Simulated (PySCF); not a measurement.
Assigning NMR signals

Atoms are numbered as in `[CH3:1][O:2][C@H:3]([CH3:4])[C:5](=[O:6])[Cl:7]`. Each H is labelled by its parent atom.

- GFN2-xTB geometry
- shielding tensors at PBE0/pcSseg-1 (GIAO)
- code: PySCF
- isolated molecule, no relativistic terms, one conformer, rapidly exchanging positions averaged

δ = σ(ref) − σ, references computed at the same level: ¹³C (186.93 ppm), ¹H (31.72 ppm) against TMS.

**Question.** Assign these signals to the numbered atoms. ¹³C{¹H} NMR (computed): δ 184.5, 87.9, 59.6, 22.4.

**Answer.** 
184.5 → C5, carbonyl carbon
87.9 → C3, sp3 CH bonded to O, α to a carbonyl: deshielded by the electronegative neighbour
59.6 → C1, methyl carbon bonded to O: deshielded by the electronegative neighbour
22.4 → C4, methyl carbon: a saturated carbon with 1 carbon neighbour and no heteroatom attached

**Question.** Assign these signals to the numbered atoms. ¹H NMR (600 MHz, computed): δ 3.94 (q, 1H), 3.61 (s, 3H), 1.65 (d, 3H).

**Answer.** 
3.94 → H(C3), hydrogen on an sp3 CH bonded to O, α to a carbonyl: its carbon carries O, hence the downfield position
3.61 → H(C1), hydrogen on a methyl carbon bonded to O: its carbon carries O, which withdraws density
1.65 → H(C4), hydrogen on a methyl carbon

Carbons that carry Cl, above all several Cl atoms, come out too deshielded, partly because spin–orbit coupling is missing. Shifts are as computed. Against solution values, carbons near 30 ppm lie about +3 ppm off and those near 130 ppm about +5 ppm; carbons on Cl a further +6 ppm. Of 1211 compounds with measured shifts, 218 miss one by over three times the rms of a fit or turn the order of signals round; such compounds aren't used in these exercises. No couplings were computed; multiplicities are counted from neighbouring protons, with m where these are inequivalent, close in shift, in a saturated or five-membered ring or joined by F or P, and br s for small geminal =CH2 splittings.
